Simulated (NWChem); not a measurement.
# CH5FOSi; SMILES C[Si@H](O)F

```xyz
9

C     -0.4159     1.6548     0.2051
Si     0.0108    -0.0767    -0.3574
O     -1.0682    -1.2265     0.1910
F      1.5138    -0.4077     0.2190
H     -0.3833     1.7368     1.3113
H     -1.4312     1.9435    -0.1342
H      0.3070     2.3889    -0.2058
H      0.0389    -0.2432    -1.8407
H     -1.2661    -1.1993     1.1431
```
Atoms are numbered in this order, from 1.

All runs: NWChem. All runs use the structure optimised with PBE-D3(BJ)/def2-SVP. Total energies compare along this basis series because the functional is fixed.

```tsv
level	basis functions	energy (Ha)	highest occupied level (eV)	orbital gap (eV)	dipole (D)
PBE/cc-pVDZ	85	-505.3957	-7.20	7.47	2.24
PBE/aug-cc-pVDZ	141	-505.4277	___	___	2.23
PBE/cc-pVTZ	194	-505.5086	-7.44	7.27	2.17
```

### Question
Some entries are withheld; supply them.

### Answer

- PBE/aug-cc-pVDZ, highest occupied level (eV): -7.54
- PBE/aug-cc-pVDZ, orbital gap (eV): 6.59
